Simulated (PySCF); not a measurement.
Species: BrH.
InChI=1S/BrH/h1H

Computed, not measured: B3LYP/cc-pVDZ geometry optimisation, gas phase (PySCF).

Masses are those of the commonest isotopes; rigid-rotor values at the optimised geometry. 

**Question.** What are the moment of inertia and the rotational constant?

**Answer.** I = 2.044 u·Å², B = 505379 MHz·u·Å²/I = 247247 MHz (8.2473 cm⁻¹, or 11.866 K as hB/k). For two atoms I = μr² with μ = 0.9951 u and r = 1.4332 Å.

**Question.** List the first levels of a rigid rotor in a Σ state.

**Answer.** E(J) = BJ(J+1): J = 1: 16.495, J = 2: 49.484, J = 3: 98.967, J = 4: 164.945, J = 5: 247.418, J = 6: 346.385 cm⁻¹.

**Question.** Where do the first rotational lines fall?

**Answer.** The dipole is 1.02 D; J+1 ← J lies at 2B(J+1): 1 ← 0 at 494.49 GHz, 2 ← 1 at 988.99 GHz, 3 ← 2 at 1483.48 GHz, 4 ← 3 at 1977.97 GHz, 5 ← 4 at 2472.47 GHz, 6 ← 5 at 2966.96 GHz.

**Question.** Estimate the classical rotational partition function at 100 K and 200 K.

**Answer.** Point group C∞v, symmetry number σ = 1; q = kT/(σhB), k/h = 20836.6 MHz/K: 8.4 at 100 K, 16.9 at 200 K.

Not checked by B3LYP/cc-pVDZ frequencies. These are rigid-rotor constants of the computed structure; measured ground-state constants (B0) also hold zero-point vibration.
